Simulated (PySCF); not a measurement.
Compound: HSiCl2SBu, C4H10Cl2SSi.
Geometry (PBE0-D3(BJ)/def2-SVP, Å), atoms numbered from 1 in this order:
```xyz
18
C4H10Cl2SSi angstrom
C     -1.6672    1.0121    0.0685
C     -0.5933    0.2402    0.8168
C      0.3149   -0.5571   -0.1067
C      1.4331   -1.3180    0.5854
S      2.5743   -0.3067    1.6142
Si     3.2573    1.0915    0.1853
Cl     4.8751    2.0153    1.0443
Cl     3.8082    0.1331   -1.5605
H     -2.3102    0.3407   -0.5229
H     -1.2208    1.7386   -0.6297
H     -2.3161    1.5718    0.7583
H     -1.0592   -0.4470    1.5449
H      0.0218    0.9336    1.4145
H      0.7429    0.1075   -0.8794
H     -0.2832   -1.2974   -0.6678
H      1.0280   -2.0490    1.3023
H      2.0464   -1.8692   -0.1419
H      2.2851    2.1411   -0.2018
```

All values: PBE0/pcSseg-1 and wB97X-D/def2-SVPD (PySCF, non-relativistic), on one gas-phase PBE0-D3(BJ)/def2-SVP geometry that isn't relaxed in the solvent. The solvent is an IEF-PCM continuum (Bondi radii, 1.10 Å for H, scaled by 1.2). The model holds no explicit solvent molecules, cavitation or dispersion.

Gas phase at PBE0/pcSseg-1: HOMO -7.53 eV, LUMO -0.41 eV, dipole 2.99 D.

Task: What does the continuum do to the energy, the frontier levels and the dipole at PBE0/pcSseg-1 in chloroform, dichloromethane and methanol?

Result: 
```
        solvent      ε  E(solvent) − E(gas) (kcal/mol)  polarisation term (kcal/mol)  distortion of the solute (kcal/mol)  HOMO (eV)  LUMO (eV)  dipole (D)
     chloroform  4.711                           -2.32                         -2.61                                 0.29      -7.47      -0.30        3.59
dichloromethane   8.93                           -2.79                         -3.21                                 0.42      -7.47      -0.29        3.71
       methanol  32.61                           -3.23                         -3.81                                 0.58      -7.47      -0.28        3.82
```

Polarisation term: ½ Σ q·V over the induced surface charges. Distortion: the rise of the solute's own energy as its density leaves the gas-phase optimum. From chloroform to methanol the lowering changes by a factor 1.39, Onsager's factor (ε − 1)/(2ε + 1) by 1.34 and ε itself by 6.9.

Task: Which radius a makes the point-dipole formula ΔE = −[(ε − 1)/(2ε + 1)]·μ²/a³ give the value in methanol, with the gas-phase dipole?

Result: μ = 1.175 au and |ΔE| = 0.00514 Eh give a = 2.67 Å; the farthest nucleus lies 4.61 Å from the centroid of the nuclei, so such a sphere wouldn't even hold the nuclei. The formula assumes a rigid point dipole at the centre of a sphere.

Task: Give the dipole vector in the frame of the coordinates (D, pointing from negative to positive charge), gas and methanol.

Result: Gas (-2.85, -0.75, -0.51), solvent (-3.61, -0.95, -0.83). Its length changes by +28 % and its direction by 3°.

Task: Which Hirshfeld charges (PBE0/pcSseg-1) respond most in chloroform (means over atoms taken as equivalent)?

Result: 
```tsv
atoms	environment	gas (e)	solvent (e)	change
S5	sulfur bonded to C and Si	-0.066	-0.081	-0.015
Cl7/Cl8	silicon-bound chlorine	-0.113	-0.122	-0.009
H18	Si–H hydrogen	-0.063	-0.054	+0.009
H16/H17	methylene hydrogen	+0.044	+0.048	+0.004
C4	sp3 carbon bound to sulfur	-0.061	-0.057	+0.004
Si6	chlorine-bound silicon	+0.324	+0.327	+0.003
```

Gas phase at wB97X-D/def2-SVPD: HOMO -9.27 eV, LUMO 1.24 eV, dipole 2.84 D.

Task: What does the continuum do to the energy, the frontier levels and the dipole at wB97X-D/def2-SVPD in chloroform and dichloromethane?

Result: 
```
        solvent      ε  E(solvent) − E(gas) (kcal/mol)  polarisation term (kcal/mol)  distortion of the solute (kcal/mol)  HOMO (eV)  LUMO (eV)  dipole (D)
     chloroform  4.711                           -2.20                         -2.52                                 0.32      -9.23       1.32        3.51
dichloromethane   8.93                           -2.66                         -3.14                                 0.48      -9.24       1.33        3.66
```

Task: How does the static polarisability (wB97X-D/def2-SVPD, frozen core, with the continuum's full static response) change?

Result: 
| medium | isotropic (au) | principal values (au) | ⟨r²⟩ of the electrons (bohr²) |
| --- | --- | --- | --- |
| gas | 120.4 | 108.2, 114.0, 139.0 | 2444.8 |
| chloroform | 151.0 | 137.0, 147.1, 168.9 | 2445.1 |
| dichloromethane | 158.7 | 144.5, 155.9, 175.6 | 2445.1 |

The isotropic value in dichloromethane is 1.32 times the gas-phase one; no cavity-field correction is applied. ⟨r²⟩ is taken about the centre of nuclear charge.

Note: wB97X-D ran without an empirical dispersion term, which enters the total energy and its gradient alone.
